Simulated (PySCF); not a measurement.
# Reading the logs of faulty runs: BGeH8NSi

All numbers below are calculated, not measured. The program is PySCF 2.14.0, an open-source quantum chemistry code, run on an isolated molecule that a program drew, which may never have been made. The molecule is BGeH8NSi (charge 0, singlet), drawn as the SMILES string `N[SiH2][BH][GeH3]`.

Each row is a Hartree-Fock (HF) and frozen-core CCSD(T) single point in the cc-pV(D+d)Z basis, meant for a local HF minimum. Run 1 is clean. Each other run has one planted mistake out of seven kinds, and not every kind appears here: one electron removed, one electron added, multiplicity raised by two, geometry at a saddle point, minimal basis STO-3G, one bond length entered in bohr, all coordinates scaled. The reference is restricted for singlets and unrestricted otherwise, and also for a bond in bohr. Adding or removing an electron swaps singlet and doublet. Electrons count all cores. HOMO and LUMO are orbital energies over both spins, the gradient is its largest component, and the lowest frequency (negative if imaginary) is given only where the gradient is small. Bond lengths are over the 11 bonds as drawn. T1 is the CCSD diagnostic: over 0.02 (restricted) or 0.045 (unrestricted) a single reference is doubtful. Germanium has the cc-pVDZ-PP basis, with a core potential (ECP10MDF) in place of its 10 inner electrons, and its 3s, 3p and 3d shells are frozen in CCSD(T).

Geometry of the clean run:
```xyz
12
BGeH8NSi, angstrom
N     0.9486   -0.9495    0.8634
Si    1.3346    0.3328   -0.2335
B    -0.2450    0.7669   -1.4363
Ge   -2.2213    0.1780   -1.0897
H     0.1275   -0.8637    1.4346
H     1.6901   -1.3552    1.4050
H     1.7230    1.6210    0.4177
H     2.5093   -0.1167   -1.0206
H    -0.0452    1.4023   -2.4363
H    -2.4958   -0.1878    0.3783
H    -2.5067   -1.0741   -1.9353
H    -3.2345    1.2595   -1.4924
```

```
run  electrons  basis functions  <S^2>  HOMO (eV)  LUMO (eV)  gradient (hartree/bohr)  lowest frequency (cm^-1)  mean bond (Å)  longest bond (Å)      T1  HF (hartree)  CCSD(T) (hartree)                 mistake
  1         66              114  0.000     -10.17       1.10                  2.7e-05                        52         1.5139             2.091  0.0121    -666.09019         -666.62426                no fault
  2         66              114  0.000     -10.28       1.31                  8.6e-02                         -         1.3898             1.920  0.0117    -666.00516         -666.53157  all coordinates scaled
  3         67              114  0.762      -1.26       8.00                  3.8e-02                         -         1.5139             2.091  0.0115    -666.09034         -666.64370      one electron added
  4         65              114  0.766     -14.67      -6.46                  8.5e-02                         -         1.5139             2.091  0.0639    -665.77854         -666.28299    one electron removed
  5         66              114  2.020      -7.60      -1.47                  3.1e-02                         -         1.5139             2.091  0.0186    -665.98977         -666.52119                       ?
  6         66              114  0.870      -8.55       0.69                  5.8e-03                         -         1.6381             2.902  0.0350    -665.99137         -666.51220                       ?
```

**Which mistake was planted in run 5, and what did it cost?**

Electrons, basis and geometry are unchanged, and <S^2> is 2.020, beside S(S+1) = 2.00 for a multiplicity of 3. So the mistake is: multiplicity raised by two. Subtracting run 1 and multiplying by 627.51 kcal/mol a hartree, the energy moved by 63.0 kcal/mol in HF and 64.7 kcal/mol in CCSD(T).

**Which mistake was planted in run 6, and what did it cost?**

The mean bond changes by a factor of 1.082 and the longest by 1.388, so the molecule wasn't scaled as a whole. A length L in bohr read as angstrom grows by (1/0.5292 - 1) L = 0.890 L. The 11 bonds together grew by 11 x 0.1242 = 1.366 Å, which gives L = 1.536 Å. That is the length of one of the Ge-H bonds, 1.536 Å in the clean geometry. So the mistake is: one bond length entered in bohr. Subtracting run 1 and multiplying by 627.51 kcal/mol a hartree, the energy moved by 62.0 kcal/mol in HF and 70.3 kcal/mol in CCSD(T).

Cautions from the logs. Run 4: T1 is over the limit, so its CCSD(T) energy is less reliable.
